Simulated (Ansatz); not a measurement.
Cost and result for the atomization energy of `C=[C](C)[AlH][CH3]` (14 atoms, 13 bonds).

Cartesian coordinates in Å:
```
C 0.985 -1.904 0.542
C 0.402 -0.856 -0.051
C 0.176 -0.845 -1.535
Al -0.107 0.601 1.144
C -0.979 2.213 0.469
H 1.316 -2.781 -0.018
H 1.158 -1.936 1.614
H -0.887 -0.737 -1.773
H 0.678 0.005 -2.007
H 0.538 -1.760 -2.014
H 0.220 0.391 2.688
H -1.079 2.997 1.223
H -1.986 1.979 0.103
H -0.435 2.632 -0.384
```

Charge 0, multiplicity 1. The geometry is a stationary point of PBE0-D4/def2-TZVP. It is one conformer, not always the lowest. Program: Ansatz. All runs use 4 threads of an Arm Neoverse V2 on a shared host. Times are those of one run each, without the atoms' runs, and a repeat can differ threefold. Electronic energies, without spin–orbit coupling; frozen cores. CCSD(T)/CBS adds CCSD(T) − MP2 in def2-TZVPP to the MP2 limit, and its time is that of the two runs behind it. T1 = 0.010. B3LYP takes the VWN-RPA correlation (the form of Gaussian; ORCA's B3LYP/G).

CCSD(T)/CBS is a level of theory with its own doubt, some kJ/mol a heavy atom from the limit and from the frozen cores, so smaller differences don't rank the functionals.

```csv
level,functions,wall time
PBE0-D4/def2-TZVPP,292,2.6 s
PBE-D4/def2-TZVPP (with forces),292,2.9 s
B3LYP-D4/def2-TZVPP (with forces),292,4.4 s
r2SCAN-D4/def2-TZVPP (with forces),292,4.7 s
B2PLYP/def2-TZVPP,292,5 s
ωB97X-V/def2-TZVPP,292,7.5 s
ωB97M-V/def2-TZVPP (with forces),292,11 s
MP2/def2-QZVPP,568,24 s
CCSD(T)/def2-TZVPP,292,2.8 min
CCSD(T)/CBS(def2),–,3.2 min
```

**Question.** What atomization energy does each give, and how far from CCSD(T)/CBS? (Best estimate.)

**Answer.** Computed: 
| level | atomization (kcal/mol) | difference from CCSD(T)/CBS | per bond |
| --- | --- | --- | --- |
| PBE0-D4/def2-TZVPP | 1271.4 | 5.3 | 0.4 |
| PBE-D4/def2-TZVPP (with forces) | 1285.1 | 19.0 | 1.5 |
| B3LYP-D4/def2-TZVPP (with forces) | 1268.2 | 2.1 | 0.2 |
| r2SCAN-D4/def2-TZVPP (with forces) | 1270.5 | 4.4 | 0.3 |
| B2PLYP/def2-TZVPP | 1255.1 | -11.0 | -0.8 |
| ωB97X-V/def2-TZVPP | 1267.5 | 1.4 | 0.1 |
| ωB97M-V/def2-TZVPP (with forces) | 1269.8 | 3.7 | 0.3 |
| MP2/def2-QZVPP | 1266.2 | 0.1 | 0.0 |
| CCSD(T)/def2-TZVPP | 1239.0 | -27.1 | -2.1 |
| CCSD(T)/CBS(def2) | 1266.1 | 0.0 | 0.0 |

From PBE to PBE0 (25 % exact exchange), in def2-TZVPP and without D4, the atomization energy moves by −12.8 kcal/mol: exact exchange takes away binding that semilocal exchange gives to molecules. The D4 term adds +9.8 kcal/mol with B3LYP and +5.2 kcal/mol with PBE0; it sums over pairs of atoms, weighted by their polarisabilities, and B3LYP, whose exchange is more repulsive, gets the larger term. In def2-TZVPP, CCSD(T) changes the Hartree–Fock value by +277.3 kcal/mol (the triples alone add +15.5 kcal/mol) and MP2 by +288.5 kcal/mol; breaking electron pairs costs correlation energy, which Hartree–Fock lacks.
